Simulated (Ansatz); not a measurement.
Basis-set extrapolation for C$_{2}$H$_{7}$NSi (`N=CC[SiH3]`) (PBE0-D4/def2-TZVP geometry, frozen core, the Gaussian-basis code of Ansatz). Multiplicity 1, RHF reference.

```csv
,def2-TZVPP,def2-QZVPP
HF,-423.235386,-423.250764
MP2 correlation,-0.666638,-0.711050
CCSD(T) correlation,-0.741068,not run
```

Energies in hartree. Use E(X) = E(∞) + A·exp(−7.88·√X) for Hartree–Fock and E(X) = E(∞) + B·X^(−2.97) for correlation, with X = 3 and 4, and add CCSD(T) minus MP2 of the smaller set to the MP2 limit.

Question: What is the CCSD(T) energy at the basis-set limit?

Answer: HF limit: -423.250764 + (-0.015378) × 0.13774 = -423.25288. MP2 limit: -0.711050 + (-0.044412) × 0.74074 = -0.74395. Higher-order term: -0.741068 − (-0.666638) = -0.07443. Total: -424.07126 hartree, 248.9 kJ/mol below CCSD(T)/def2-TZVPP.
